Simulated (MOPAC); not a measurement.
MOPAC input (PM7):

```
PM7 FORCE THERMO(298,298) PRECISE LET CHARGE=-1 GEO-OK AUX(PRECISION=9) THREADS=1
BiF2O

Bi    0.15624424 1    0.06995186 1   -0.23309208 1
F     1.32374847 1   -1.37089035 1   -0.23584151 1
F    -0.24407019 1    1.87913473 1   -0.30944558 1
O    -1.61381572 1   -0.77930558 1   -0.05014535 1
```

Output:

```
 *******************************************************************************
 **                                                                           **
 **                              MOPAC v23.2.5                                **
 **                                                                           **
 *******************************************************************************
 ** MOPAC's Digital Object Identifier: https://doi.org/10.5281/zenodo.6511958 **
 **                                                                           **
 ** Please cite the open-source release paper for use of this MOPAC version:  **
 ** J. E. Moussa and J. J. P. Stewart (2026)                                  **
 ** MOPAC: An open-source semiempirical molecular orbital program             **
 ** J. Open Source Softw., 11(119), 8025, https://doi.org/10.21105/joss.08025 **
 *******************************************************************************

                              PM7 CALCULATION RESULTS

 *******************************************************************************
 *  PM7        - The PM7 Hamiltonian to be used
 *  GEO-OK     - OVERRIDE INTERATOMIC DISTANCE AND OTHER SAFETY CHECKS
 *
 *
 *
 *                 CHARGE ON SYSTEM = -1
 *
 *
 *
 *  LET        - OVERRIDE SOME SAFETY CHECKS
 *  PRECISE    - TIGHTER CRITERIA TO BE USED
 *  FORCE      - FORCE CALCULATION SPECIFIED
 *  AUX        - OUTPUT AUXILIARY INFORMATION
 *  THERMO     - THERMODYNAMIC QUANTITIES TO BE CALCULATED
 *******************************************************************************
PM7 FORCE THERMO(298,298) PRECISE LET CHARGE=-1 GEO-OK AUX(PRECISION=9) THREADS=1
 BiF2O

   ATOM   CHEMICAL          X               Y               Z
  NUMBER   SYMBOL      (ANGSTROMS)     (ANGSTROMS)     (ANGSTROMS)

     1      Bi          0.15624424  *   0.06995186  *  -0.23309208  *
     2       F          1.32374847  *  -1.37089035  *  -0.23584151  *
     3       F         -0.24407019  *   1.87913473  *  -0.30944558  *
     4       O         -1.61381572  *  -0.77930558  *  -0.05014535  *

          CARTESIAN COORDINATES

    NO.       ATOM           X           Y           Z

     1        Bi          0.1562      0.0700     -0.2331
     2         F          1.3237     -1.3709     -0.2358
     3         F         -0.2441      1.8791     -0.3094
     4         O         -1.6138     -0.7793     -0.0501

 General Reference for PM7:
 "Optimization of Parameters for Semiempirical Methods VI: More Modifications to the
 NDDO Approximations and Re-optimization of Parameters", J. J. P. Stewart, J. Mol. Mod., 1:32, 19 (2013)
 https://link.springer.com/article/10.1007/s00894-012-1667-x

           Empirical Formula: O Bi F2  =     4 atoms

      MOLECULAR POINT GROUP   :   C2v

[...]
 FREQUENCY            81.97         Bi1 -- F 3         +47.1% ( 87.2%)      0.7%
 TRANSITION DIPOLE   1.7306         Bi1 -- F 2         +47.1% ( 87.1%)      0.7%
 TRAVEL (Ang.)       0.2751         Bi1 -- O 4          +5.7% ( 30.4%)    100.0%
 REDUCED MASS       10.8670
 EFFECTIVE MASS     82.5568
 FORCE CONSTANT      0.0430

 VIBRATION          2    1B1         ATOM PAIR     ENERGY CONTRIBUTION    RADIAL
 FREQUENCY            96.76         Bi1 -- F 2         +44.5% ( 55.7%)      0.0%
 TRANSITION DIPOLE   2.6270         Bi1 -- F 3         +44.5% ( 55.7%)      0.0%
 TRAVEL (Ang.)       0.2313         Bi1 -- O 4         +10.9% ( 27.6%)      0.0%
 REDUCED MASS       13.0296
 EFFECTIVE MASS     39.6683
 FORCE CONSTANT      0.0719

 VIBRATION          3    1B2         ATOM PAIR     ENERGY CONTRIBUTION    RADIAL
 FREQUENCY           111.81         Bi1 -- O 4         +63.8% ( 71.5%)      0.0%
 TRANSITION DIPOLE   1.0197         Bi1 -- F 3         +18.1% ( 38.1%)     22.7%
 TRAVEL (Ang.)       0.2708         Bi1 -- F 2         +18.1% ( 38.1%)     22.7%
 REDUCED MASS        8.2267
 EFFECTIVE MASS     33.9770
 FORCE CONSTANT      0.0606

 VIBRATION          4    2A1         ATOM PAIR     ENERGY CONTRIBUTION    RADIAL
 FREQUENCY           354.85         Bi1 -- F 3         +50.0% ( 69.5%)     99.5%
 TRANSITION DIPOLE   1.4544         Bi1 -- F 2         +50.0% ( 69.5%)     99.5%
 TRAVEL (Ang.)       0.1423
 REDUCED MASS        9.3833
 EFFECTIVE MASS     19.6528
 FORCE CONSTANT      0.6961

 VIBRATION          5    2B2         ATOM PAIR     ENERGY CONTRIBUTION    RADIAL
 FREQUENCY           367.57         Bi1 -- F 2         +49.1% ( 71.9%)     99.7%
 TRANSITION DIPOLE   2.7846         Bi1 -- F 3         +49.1% ( 71.9%)     99.7%
 TRAVEL (Ang.)       0.1309         Bi1 -- O 4          +1.8% ( 13.7%)      0.0%
 REDUCED MASS       10.7120
 EFFECTIVE MASS     32.4188
 FORCE CONSTANT      0.8527

 VIBRATION          6    3A1         ATOM PAIR     ENERGY CONTRIBUTION    RADIAL
 FREQUENCY           592.41         Bi1 -- O 4         +99.1% ( 99.9%)    100.0%
 TRANSITION DIPOLE   0.3449         Bi1 -- F 3          +0.4% (  6.7%)      6.6%
 TRAVEL (Ang.)       0.0876         Bi1 -- F 2          +0.4% (  6.7%)      6.6%
 REDUCED MASS       14.8355
 EFFECTIVE MASS     21.8339
 FORCE CONSTANT      3.0676

      SYMMETRY NUMBER FOR POINT-GROUP C2v =  2

          SYSTEM IS A GROUND STATE

 BiF2O

          MOLECULE IS NOT LINEAR

          THERE ARE  6 GENUINE VIBRATIONS IN THIS SYSTEM
          THIS THERMODYNAMICS CALCULATION IS LIMITED TO
          MOLECULES WHICH HAVE NO INTERNAL ROTATIONS

                    CALCULATED THERMODYNAMIC PROPERTIES
                                          *
   TEMP. (K)   PARTITION FUNCTION   H.O.F.    ENTHALPY  HEAT CAPACITY ENTROPY
                                   KCAL/MOL   CAL/MOLE    CAL/K/MOL  CAL/K/MOL

 298.00  VIB.     0.3062D+02                  1934.5087    10.0033    13.2912
         ROT.     0.4860D+05                   888.2803     2.9808    24.4254
         INT.     0.1488D+07                  2822.7890    12.9842    37.7166
         TRA.     0.4123D+28                  1480.4672     4.9680    42.5979
         TOT.                      -94.514    4303.2561    17.9522    80.3146

   *: NOTE: HEATS OF FORMATION ARE RELATIVE TO THE
            ELEMENTS IN THEIR STANDARD STATE AT 298K
              (=  Standard Enthalpy of Formation).

            Hvib:  Zero-point energy is not included.
                   frequencies of less than zero cm-1 are not included.
            Hrot = (3/2)RT
            Htra = (3/2)RT + pV = (5/2)RT

            Heat capacity is Cp, not Cv

          For more information, see: HTTP://OpenMOPAC.net/Manual/thermochemistry.html

           FORCE CONSTANT IN CARTESIAN COORDINATES (Millidynes/A)

    ATOM   CHEMICAL       X               Y               Z
   NUMBER   SYMBOL  FORCE CONSTANT  FORCE CONSTANT  FORCE CONSTANT

      1      Bi        2.332388        2.933473        0.224746
      2       F        1.351244        0.058176        0.037927
      3       F        1.084532        0.324887        0.037927
      4       O        0.239377        2.933667        0.007127

 **********************
 *                    *
 * JOB ENDED NORMALLY *
 *                    *
 **********************

 == MOPAC DONE ==
```

The dipole moment of an ion depends on the origin.
